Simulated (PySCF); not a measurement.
# Ionisation energy of Rh²⁺ by level of theory

Rh²⁺ [Kr] 4d7 (4F) → Rh³⁺ [Kr] 4d6 (5D), as a difference of total energies. All numbers are calculated (PySCF 2.14, scalar relativity by spin-free X2C-1e, in ANO-RCC-VTZP (7s6p4d2f1g, 68 functions)). Correlated levels: valence and next inner shell: [Ar] 3d10 frozen. The calculations carry no spin-orbit coupling.

```tsv
method	ionisation energy (eV)	plus first-order spin-orbit estimate	difference from reference of that sum (eV)
UHF	29.351	29.420	-1.640
MP2 (valence and next inner shell)	30.659	30.728	-0.332
SCS-MP2 (valence and next inner shell)	30.648	30.717	-0.343
CCSD (valence and next inner shell)	30.567	30.636	-0.424
CCSD(T) (valence and next inner shell)	30.620	30.689	-0.371
```

Reference: 31.06 eV (semi-empirical (NIST evaluation); NIST Atomic Spectra Database, ionization energies).

A first-order spin-orbit estimate (lowest level to lowest level, LS coupling) adds 0.069 eV.

Errors of the correlated levels include the incompleteness of this basis and the frozen core.
